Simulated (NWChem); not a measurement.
System: InF$_{3}$; SMILES [F][In]([F])[F]

The following NWChem deck was run.

```
start job
memory heap 200 mb stack 900 mb global 1100 mb
geometry units angstroms noautosym nocenter noautoz
  In     0.000000     0.000000     0.000000
  F     -0.820274    -1.752765     0.000000
  F     -1.107802     1.586760     0.000000
  F      1.928076     0.166004     0.000000
end
basis spherical
  In library def2-svpd
  F library def2-svpd
end
ecp
  In library def2-ecp
end
dft
  xc slater vwn_5
  iterations 150
end
property
  response 1 0.0
end
task dft property
```

Excerpt of the output:

```
             Northwest Computational Chemistry Package (NWChem) 7.3.0
             --------------------------------------------------------

                             Geometry "geometry" -> ""
                             -------------------------

 Output coordinates in angstroms (scale by  1.889725989 to convert to a.u.)

  No.       Tag          Charge          X              Y              Z
 ---- ---------------- ---------- -------------- -------------- --------------
    1 In                  49.0000     0.00000000     0.00000000     0.00000000
    2 F                    9.0000    -0.82027400    -1.75276500     0.00000000
    3 F                    9.0000    -1.10780200     1.58676000     0.00000000
    4 F                    9.0000     1.92807600     0.16600400     0.00000000

 Effective nuclear repulsion energy (a.u.)     400.1340504602

                                 NWChem DFT Module
                                 -----------------

 Summary of "ao basis" -> "ao basis" (spherical)
 ------------------------------------------------------------------------------
       Tag                 Description            Shells   Functions and Types
 ---------------- ------------------------------  ------  ---------------------
 In                        def2-svpd                12       32   5s4p3d
 F                         def2-svpd                 9       23   4s3p2d

            General Information
            -------------------
          SCF calculation type: DFT
          Wavefunction type:  closed shell.
          No. of atoms     :     4
          No. of electrons :    48
           Alpha electrons :    24
            Beta electrons :    24
          Charge           :     0
          Spin multiplicity:     1
          Use of symmetry is: off; symmetry adaption is: off
          Maximum number of iterations: 150
          AO basis - number of functions:   101
                     number of shells:    39
          Convergence on energy requested:  1.00D-06
          Convergence on density requested:  1.00D-05
          Convergence on gradient requested:  5.00D-04

              XC Information
              --------------
                        Slater Exchange Functional  1.000 local
                      VWN V Correlation Functional  1.000 local

             Grid Information
             ----------------
          Grid used for XC integration:  medium
          Radial quadrature: Mura-Knowles
          Angular quadrature: Lebedev.
          Tag              B.-S. Rad. Rad. Pts. Rad. Cut. Ang. Pts.
          ---              ---------- --------- --------- ---------
          In                  1.55      123          10.0       590
          F                   0.50       49          11.0       434
          Grid pruning is: on
          Number of quadrature shells:   270
          Spatial weights used:  Erf1

      Superposition of Atomic Density Guess
      -------------------------------------

 Sum of atomic energies:        -515.94041870

      Non-variational initial energy
      ------------------------------

 Total energy =    -486.877962
 1-e energy   =   -1137.467630
 2-e energy   =     457.181610
 HOMO         =      -0.626792
 LUMO         =      -0.165765

   convergence    iter        energy       DeltaE   RMS-Dens  Diis-err
 ---------------- ----- ----------------- --------- --------- ---------
 d= 0,ls=0.0,diis     1   -487.0884946864 -6.80D+02  3.73D-02  1.99D+00
 d= 0,ls=0.0,diis     2   -485.7242180218  1.36D+00  2.43D-02  1.68D+01
 d= 0,ls=0.0,diis     3   -487.3128235174 -1.59D+00  1.12D-03  1.16D-02
 d= 0,ls=0.0,diis     4   -487.3135687698 -7.45D-04  3.06D-04  1.81D-03
 d= 0,ls=0.0,diis     5   -487.3137012204 -1.32D-04  3.14D-05  4.67D-06
 d= 0,ls=0.0,diis     6   -487.3137016163 -3.96D-07  1.09D-05  1.08D-06
 d= 0,ls=0.0,diis     7   -487.3137017537 -1.37D-07  1.72D-06  1.66D-08

         Total DFT energy =     -487.313701753749
      One electron energy =    -1137.724666199102
           Coulomb energy =      502.806148011869
    Exchange-Corr. energy =      -45.803241275413
 Nuclear repulsion energy =      193.408057708897

 Numeric. integr. density =       48.000012545971

                       DFT Final Molecular Orbital Analysis
                       ------------------------------------

 Vector   22  Occ=2.000000D+00  E=-3.581387D-01
              MO Center= -2.7D-03,  5.4D-03,  1.8D-11, r^2= 4.2D+00
   Bfn.  Coefficient  Atom+Function         Bfn.  Coefficient  Atom+Function
  ----- ------------  ---------------      ----- ------------  ---------------
    84      0.383733  4 F  py                37      0.348397  2 F  px
    60     -0.317248  3 F  px                87     -0.253746  4 F  py
    40     -0.230393  2 F  px                61     -0.221377  3 F  py
    63      0.209745  3 F  px                38     -0.163562  2 F  py
    64      0.146365  3 F  py                41      0.108143  2 F  py

 Vector   23  Occ=2.000000D+00  E=-3.556010D-01
              MO Center= -2.8D-01,  5.6D-01,  1.6D-10, r^2= 3.7D+00
   Bfn.  Coefficient  Atom+Function         Bfn.  Coefficient  Atom+Function
  ----- ------------  ---------------      ----- ------------  ---------------
    60      0.390277  3 F  px                61      0.293545  3 F  py
    84      0.292770  4 F  py                37      0.280068  2 F  px
    63     -0.248947  3 F  px                22     -0.194384  1 In d  2
    64     -0.186911  3 F  py                87     -0.186425  4 F  py
    40     -0.177229  2 F  px                83      0.163394  4 F  px

 Vector   24  Occ=2.000000D+00  E=-3.555946D-01
              MO Center=  2.8D-01, -5.7D-01,  4.8D-12, r^2= 3.7D+00
   Bfn.  Coefficient  Atom+Function         Bfn.  Coefficient  Atom+Function
  ----- ------------  ---------------      ----- ------------  ---------------
    84     -0.392159  4 F  py                37      0.358884  2 F  px
    38     -0.276692  2 F  py                87      0.250181  4 F  py
    40     -0.229453  2 F  px                18     -0.194368  1 In d -2
    41      0.175023  2 F  py                61     -0.164844  3 F  py
    83      0.162643  4 F  px                60      0.160224  3 F  px

 Vector   25  Occ=0.000000D+00  E=-1.861526D-01
              MO Center=  3.6D-06, -8.8D-06,  3.2D-09, r^2= 3.3D+00
   Bfn.  Coefficient  Atom+Function         Bfn.  Coefficient  Atom+Function
  ----- ------------  ---------------      ----- ------------  ---------------
     4      0.838541  1 In s                  3      0.793133  1 In s
     1     -0.402815  1 In s                 83     -0.263606  4 F  px
    38      0.239640  2 F  py                61     -0.216933  3 F  py
    86      0.211581  4 F  px                41     -0.192345  2 F  py
    20     -0.175619  1 In d  0              64      0.174121  3 F  py

 Vector   26  Occ=0.000000D+00  E=-1.015706D-01
              MO Center= -9.1D-07,  7.8D-07,  1.8D-08, r^2= 3.7D+00
   Bfn.  Coefficient  Atom+Function         Bfn.  Coefficient  Atom+Function
  ----- ------------  ---------------      ----- ------------  ---------------
    14      0.732367  1 In pz                17      0.575872  1 In pz
    11     -0.174666  1 In pz                39      0.164822  2 F  pz
    62      0.164817  3 F  pz                85      0.164821  4 F  pz
     8     -0.160069  1 In pz                42     -0.120507  2 F  pz
    65     -0.120502  3 F  pz                88     -0.120507  4 F  pz

 Vector   27  Occ=0.000000D+00  E=-5.259909D-03
              MO Center=  1.8D-01, -2.1D-01,  1.2D-08, r^2= 6.8D+00
   Bfn.  Coefficient  Atom+Function         Bfn.  Coefficient  Atom+Function
  ----- ------------  ---------------      ----- ------------  ---------------
    16      1.151416  1 In py                15     -0.711540  1 In px
    59     -0.619016  3 F  s                 13      0.535586  1 In py
    36      0.339533  2 F  s                 12     -0.330975  1 In px
    82      0.279475  4 F  s                 67      0.202284  3 F  py
    58     -0.197934  3 F  s                 43      0.182470  2 F  px

     Multipole analysis of the density
     ---------------------------------

     L   x y z        total         alpha         beta         nuclear
     -   - - -        -----         -----         ----         -------
     0   0 0 0      0.000000    -24.000000    -24.000000     48.000000

     1   1 0 0      0.000063      0.000032      0.000032      0.000000
     1   0 1 0     -0.000128     -0.000056     -0.000056     -0.000017
     1   0 0 1     -0.000000     -0.000000     -0.000000      0.000000

     2   2 0 0    -32.900906   -106.723327   -106.723327    180.545748
     2   1 1 0      0.000332      0.000166      0.000166     -0.000001
     2   1 0 1      0.000000      0.000000      0.000000      0.000000
     2   0 2 0    -32.901034   -106.723359   -106.723359    180.545684
     2   0 1 1      0.000000      0.000000      0.000000      0.000000
     2   0 0 2    -24.300339    -12.150170    -12.150170      0.000000

 *** CALLING NEW AORESP DRIVER FOR CLOSED AND OPEN SHELLS ***
 Entering AOResponse driver routine

--------------------------------------------------------------------------------

          -----------------------------------------------
          Solving response equations for perturbing field
          -----------------------------------------------

 number of frequencies:     1
 frequency in a.u.:  0.0000000E+00
 Perturbing field: electric
 Using El. Dipole Length Gauge

 Setting up CPKS with frequency omega =      0.00000000 a.u.

 STATIC response

                                NWChem CPHF Module
                                ------------------

  scftype          =     RHF
  nclosed          =       24
  nopen            =        0
  variables        =     1848
  # of vectors     =        3
  tolerance        = 0.10D-03
  level shift      = 0.00D+00
  max iterations   =       50
  max subspace     =       30

 SCF residual:    2.0594790961914213E-004

Iterative solution of linear equations
  No. of variables     1848
  No. of equations        3
  Maximum subspace       30
        Iterations       50
       Convergence  1.0D-04

   iter   nsub   residual    time
   ----  ------  --------  ---------
     1      3    6.02D+00      18.7
     2      6    3.20D+00      21.8
     3      9    1.63D-01      24.9
     4     12    1.81D-02      27.9
     5     15    1.18D-03      30.9
     6     18    1.09D-03      34.0
     7     21    1.51D-04      37.2
     8     24    2.03D-05      40.3

 Electric Dipole Response Matrix (nonzero elements):

              1        2        3
    1   36.9918  -0.0001  -0.0000
    2   -0.0001  36.9919   0.0000
    3   -0.0000   0.0000  25.4132

 ------------------------------------------
 average:        33.13231 + I       0.00000

 DFT Linear Response polarizability / au
 Frequency  =       0.0000000 / au
              X              Y              Z
 -----------------------------------------------
 X      36.9918055     -0.0001264     -0.0000001
 Y      -0.0001264     36.9918754      0.0000003
 Z      -0.0000000      0.0000000     25.4132398
 -----------------------------------------------
 Eigenvalues =      36.9917094     36.9919716     25.4132398
 Isotropic   =      33.1323069
 Anisotropic =      11.5786007
 -----------------------------------------------

 Magnetic Dipole Response Matrix (nonzero elements):

 Exiting AOResponse driver routine
```

Level: LDA (Slater exchange, VWN5)/def2-SVPD with def2 effective core potentials on In. Geometry: optimised at PBE0/def2-SVP. Not confirmed as a minimum by frequencies. def2 effective core potentials on In; no spin-orbit coupling.
